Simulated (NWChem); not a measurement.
System: HSe anion

Here is an NWChem input.

```
start job
memory heap 200 mb stack 900 mb global 1100 mb
charge -1
geometry units angstroms noautoz
  Se     0.000000     0.000000    -0.093294
  H      0.000000     0.000000     1.389878
end
basis spherical
  * library cc-pvtz
end
dft
  xc hfexch
  iterations 150
  mulliken
end
task dft energy
```

Excerpt of the output:

```
             Northwest Computational Chemistry Package (NWChem) 7.3.0
             --------------------------------------------------------

 ORDER OF PRIMARY AXIS IS BEING SET TO 4
 C4V symmetry detected

                             Geometry "geometry" -> ""
                             -------------------------

 Output coordinates in angstroms (scale by  1.889725989 to convert to a.u.)

  No.       Tag          Charge          X              Y              Z
 ---- ---------------- ---------- -------------- -------------- --------------
    1 Se                  34.0000     0.00000000     0.00000000    -0.04237634
    2 H                    1.0000     0.00000000     0.00000000     1.44079566

 Effective nuclear repulsion energy (a.u.)      12.1307754367

      Symmetry information
      --------------------

 Group name             C4v
 Group number             18
 Group order               8
 No. of unique centers     2

  xc_inp: hfexch multiplicative factor not found.

                                 NWChem DFT Module
                                 -----------------

 Summary of "ao basis" -> "ao basis" (spherical)
 ------------------------------------------------------------------------------
       Tag                 Description            Shells   Functions and Types
 ---------------- ------------------------------  ------  ---------------------
 Se                         cc-pvtz                 15       43   6s5p3d1f
 H                          cc-pvtz                  6       14   3s2p1d

      Symmetry analysis of basis
      --------------------------

        a1         21
        a2          0
        b1          5
        b2          5
        e          26

            General Information
            -------------------
          SCF calculation type: DFT
          Wavefunction type:  closed shell.
          No. of atoms     :     2
          No. of electrons :    36
           Alpha electrons :    18
            Beta electrons :    18
          Charge           :    -1
          Spin multiplicity:     1
          Use of symmetry is: on ; symmetry adaption is: on
          Maximum number of iterations: 150
          AO basis - number of functions:    57
                     number of shells:    21
          Convergence on energy requested:  1.00D-06
          Convergence on density requested:  1.00D-05
          Convergence on gradient requested:  5.00D-04

              XC Information
              --------------
                     Hartree-Fock (Exact) Exchange  1.000

      Superposition of Atomic Density Guess
      -------------------------------------

 Sum of atomic energies:       -2400.35113500

 Renormalizing density from      35.00 to     36

      Non-variational initial energy
      ------------------------------

 Total energy =   -2441.124286
 1-e energy   =   -3464.133090
 2-e energy   =    1010.878029
 HOMO         =       0.156181
 LUMO         =       0.372788

      Symmetry analysis of molecular orbitals - initial
      -------------------------------------------------

 !! scf_movecs_sym_adapt:   10 vectors were symmetry contaminated

  Symmetry fudging

 !! scf_movecs_sym_adapt:    8 vectors were symmetry contaminated

  Numbering of irreducible representations:

     1 a1          2 a2          3 b1          4 b2          5 e

  Orbital symmetries:

     1 a1          2 a1          3 a1          4 e           5 e
     6 a1          7 a1          8 e           9 e          10 a1
    11 e          12 e          13 b2         14 b1         15 a1
    16 a1         17 e          18 e          19 a1         20 a1
    21 e          22 e          23 a1         24 e          25 e
    26 a1         27 b1         28 b2

     ---------------------------------------------
      Total Density - Mulliken Population Analysis
     ---------------------------------------------

    Atom       Charge   Shell Charges
 -----------   ------   -------------------------------------------------------
    1 Se  34    34.87   2.00  2.01  1.73  1.09  0.24  0.84  6.00  5.59  1.59  0.71  3.05  9.21  0.82  0.00  0.00
    2 H    1     1.13   0.21  0.48  0.41  0.00  0.02 -0.00

 !! scf_movecs_sym_adapt:   10 vectors were symmetry contaminated

  Symmetry fudging

 !! scf_movecs_sym_adapt:   10 vectors were symmetry contaminated

   convergence    iter        energy       DeltaE   RMS-Dens  Diis-err
 ---------------- ----- ----------------- --------- --------- ---------
 d= 0,ls=0.0,diis     1  -2399.7920038883 -2.41D+03  3.67D-02  1.73D+01
 d= 0,ls=0.0,diis     2  -2400.3280695181 -5.36D-01  1.37D-02  3.09D+00

 !! scf_movecs_sym_adapt:   10 vectors were symmetry contaminated

  Symmetry fudging

 !! scf_movecs_sym_adapt:    6 vectors were symmetry contaminated

 d= 0,ls=0.0,diis     3  -2400.4918196490 -1.64D-01  1.08D-03  3.80D-03

 !! scf_movecs_sym_adapt:   10 vectors were symmetry contaminated

  Symmetry fudging

 !! scf_movecs_sym_adapt:    8 vectors were symmetry contaminated

 d= 0,ls=0.0,diis     4  -2400.4923644331 -5.45D-04  2.47D-04  2.48D-04

 !! scf_movecs_sym_adapt:    6 vectors were symmetry contaminated

  Symmetry fudging

 !! scf_movecs_sym_adapt:    4 vectors were symmetry contaminated

 d= 0,ls=0.0,diis     5  -2400.4924158687 -5.14D-05  1.13D-04  1.82D-05

 !! scf_movecs_sym_adapt:    6 vectors were symmetry contaminated

  Symmetry fudging

 !! scf_movecs_sym_adapt:    6 vectors were symmetry contaminated

  Resetting Diis
 d= 0,ls=0.0,diis     6  -2400.4924234299 -7.56D-06  3.88D-05  1.23D-06

 !! scf_movecs_sym_adapt:    8 vectors were symmetry contaminated

  Symmetry fudging

 !! scf_movecs_sym_adapt:    4 vectors were symmetry contaminated

 d= 0,ls=0.0,diis     7  -2400.4924239661 -5.36D-07  4.95D-06  3.17D-08

         Total DFT energy =    -2400.492423966114
      One electron energy =    -3379.512458457279
           Coulomb energy =     1052.956464928277
    Exchange-Corr. energy =      -86.067205873804
 Nuclear repulsion energy =       12.130775436692

 Numeric. integr. density =        0.000000000000

                  Occupations of the irreducible representations
                  ----------------------------------------------

                     irrep           alpha         beta
                     --------     --------     --------
                     a1                8.0          8.0
                     a2                0.0          0.0
                     b1                1.0          1.0
                     b2                1.0          1.0
                     e                 8.0          8.0

                       DFT Final Molecular Orbital Analysis
                       ------------------------------------

 Vector   16  Occ=2.000000D+00  E=-2.311252D-01  Symmetry=a1
              MO Center=  8.2D-17, -7.1D-17,  3.4D-01, r^2= 2.0D+00
   Bfn.  Coefficient  Atom+Function         Bfn.  Coefficient  Atom+Function
  ----- ------------  ---------------      ----- ------------  ---------------
    15     -0.335455  1 Se pz                 6      0.315966  1 Se s
    45     -0.279523  2 H  s                 46     -0.228524  2 H  s
     4      0.180686  1 Se s                 18     -0.179660  1 Se pz
    21     -0.156361  1 Se pz                44     -0.150372  2 H  s
     5      0.094995  1 Se s                 24      0.043471  1 Se d  0

 Vector   17  Occ=2.000000D+00  E=-7.801423D-02  Symmetry=e
              MO Center= -4.8D-15, -4.5D-15, -1.9D-02, r^2= 2.1D+00
   Bfn.  Coefficient  Atom+Function         Bfn.  Coefficient  Atom+Function
  ----- ------------  ---------------      ----- ------------  ---------------
    20      0.436560  1 Se py                14      0.415656  1 Se py
    17      0.222609  1 Se py                19      0.199543  1 Se px
    13      0.189988  1 Se px                16      0.101750  1 Se px
    11     -0.037052  1 Se py

 Vector   18  Occ=2.000000D+00  E=-7.801423D-02  Symmetry=e
              MO Center= -7.8D-15,  3.7D-15, -1.9D-02, r^2= 2.1D+00
   Bfn.  Coefficient  Atom+Function         Bfn.  Coefficient  Atom+Function
  ----- ------------  ---------------      ----- ------------  ---------------
    19      0.436560  1 Se px                13      0.415656  1 Se px
    16      0.222609  1 Se px                20     -0.199543  1 Se py
    14     -0.189988  1 Se py                17     -0.101750  1 Se py
    10     -0.037052  1 Se px

 Vector   19  Occ=0.000000D+00  E= 3.442346D-01  Symmetry=a1
              MO Center= -1.0D-16, -4.0D-17,  7.4D-01, r^2= 5.2D+00
   Bfn.  Coefficient  Atom+Function         Bfn.  Coefficient  Atom+Function
  ----- ------------  ---------------      ----- ------------  ---------------
    46      2.329934  2 H  s                 21     -1.456402  1 Se pz
     6     -1.391469  1 Se s                 15     -0.251739  1 Se pz
    34     -0.147686  1 Se d  0               4     -0.143022  1 Se s
    52     -0.140531  2 H  pz                18     -0.114734  1 Se pz
    44      0.069508  2 H  s                 45      0.055467  2 H  s

 Vector   20  Occ=0.000000D+00  E= 5.054903D-01  Symmetry=a1
              MO Center=  2.1D-15, -1.2D-15,  6.4D-01, r^2= 4.9D+00
   Bfn.  Coefficient  Atom+Function         Bfn.  Coefficient  Atom+Function
  ----- ------------  ---------------      ----- ------------  ---------------
    21      0.965606  1 Se pz                15     -0.867370  1 Se pz
    46      0.809340  2 H  s                 45     -0.576191  2 H  s
    12     -0.390961  1 Se pz                34     -0.288880  1 Se d  0
     4     -0.197209  1 Se s                 52     -0.192070  2 H  pz
     3     -0.175861  1 Se s                  6     -0.100762  1 Se s

[...]
```

Level: Hartree-Fock/cc-pVTZ. Sets without diffuse functions describe the anion's extra electron poorly. Geometry: optimised at B3LYP/def2-SVPD.
